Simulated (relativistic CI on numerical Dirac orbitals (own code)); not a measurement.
## Dy XLVIII: sensitivity of the levels to the model

Base calculation: Dirac-Coulomb-Breit CI, KLI orbitals optimised for each configuration, model QED, unscaled Slater integrals.

CI space (outside the closed core [Ne]): 3s²3p⁶3d, 3s²3p⁵3d², 3s3p⁶3d², 3s²3p⁶4s, 3s²3p⁶4p, 3s²3p⁶4d, 3s²3p⁵3d4s, 3s²3p⁶4f, 3s²3p⁵3d4p, 3s²3p⁵3d4d, 3s3p⁶3d4s, 3p⁶3d²4p, 3s²3p⁵3d4f, 3s3p⁶3d4p, 3s3p⁶3d4d, 3s²3p⁶5s, 3s3p⁶3d4f, 3s²3p⁶5p, 3s²3p⁶5d, 3s²3p⁶5f, 3s²3p⁶5g, 3p⁶3d³, 3p⁵3d⁴, 3p⁵3d³4s, 3p⁶3d²4s, 3p⁵3d²4s², 3p⁶3d²4d, 3p⁵3d³4d, 3p⁵3d²4s4d. Double excitations out of closed p, d and f shells are left out; levels of such configurations are missing from the list, as are those of other unlisted configurations, and high levels can miss mixing partners. These lack a partner that the ground configuration has and come out too high: 3s²3p⁵3d4p, 3s²3p⁵3d4f.

The lowest level and the first level of each name with at least 55 % of one term (blank where a level has no safe partner in the second run):

| Level | Base (eV) | Shift (eV) |
| --- | --- | --- |
| 3s²3p⁶3d ²D3/2 | 0.000 | 0.000 |
| 3s²3p⁶3d ²D5/2 | 44.950 | +1.269 |
| 3s²3p⁵3d² ⁴D°1/2 | 217.679 | +1.015 |
| 3s²3p⁵3d² ⁴G°9/2 | 261.897 | +2.847 |
| 3s²3p⁵3d² ²H°11/2 | 271.081 | +3.606 |
| 3s²3p⁵3d² ²G°9/2 | 286.229 | +3.066 |
| 3s²3p⁵3d² ⁴G°11/2 | 308.027 | +4.295 |
| 3s²3p⁵3d² ²F°5/2 | 309.198 | +2.624 |
| 3s²3p⁵3d² ²P°1/2 | 315.184 | +2.096 |
| 3s3p⁶3d² ⁴F3/2 | 604.099 | +0.867 |
| 3s3p⁶3d² ⁴F5/2 | 611.916 | +1.174 |
| 3s3p⁶3d² ⁴P1/2 | 628.686 | +0.539 |
| 3s3p⁶3d² ⁴F7/2 | 646.719 | +2.457 |
| 3s3p⁶3d² ⁴P3/2 | 656.880 | +1.729 |

At this charge energies of transitions that change n are usually good to better than 1 %, and those within a shell (Δn = 0) to a few per cent.

**Question.** One thing was changed in a second run, which moved the levels as shown. Which?
A. Breit term removed
B. P86 correlation estimate
C. QED terms removed
D. configuration mixing switched off

**Answer.** A. Breit term removed. The Breit term mainly narrows fine-structure intervals, so removing it widens them.

LS names give the leading component of a level, which can be under half, so a name can repeat, a term be missing and a line seem to break the LS rules.
